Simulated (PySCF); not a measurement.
**A fit for the $^{15}$N shielding**

GIAO PBE0/pcSseg-1 on GFN2-xTB geometries (PySCF 2.14.0 with density-fitted response routines, gas phase, non-relativistic):

```csv
SMILES,Hirshfeld charge (e) of N,σ(N) (ppm)
F[SiH2]N([SiH3])/C=C\C1CC1,-0.253,218.3
C=CN([SiH3])[SiH2]F,-0.242,201.0
C#C/C=C/N([SiH3])[SiH2]F,-0.234,193.2
C/C=C/N([SiH3])[SiH2]F,-0.247,208.4
F[SiH2]N([SiH3])/C=C\C(F)(F)F,-0.233,184.0
C=C/C=C/N([SiH3])[SiH2]F,-0.238,201.6
C=C(C)/C=C\N([SiH3])[SiH2]F,-0.242,199.2
```

Task: Fit σ(N) as a line in the Hirshfeld charge of N. How well does it hold?

Result: σ = -148.6 − 1448.0 x, with x in e; correlation -0.95, rms deviation 3.2 ppm, largest 5.5 ppm at `C=C/C=C/N([SiH3])[SiH2]F`. A charge says how many electrons sit at the atom, not how easily they circulate, so such a line holds only within like compounds.

Task: A further member, `CC#C/C=C/N([SiH3])[SiH2]F`, has x = -0.236. What does the line predict, and what does the calculation give?

Result: The line gives 193.1 ppm; the calculation 196.7 ppm, a difference of 3.6 ppm, within the usual scatter of the fit.
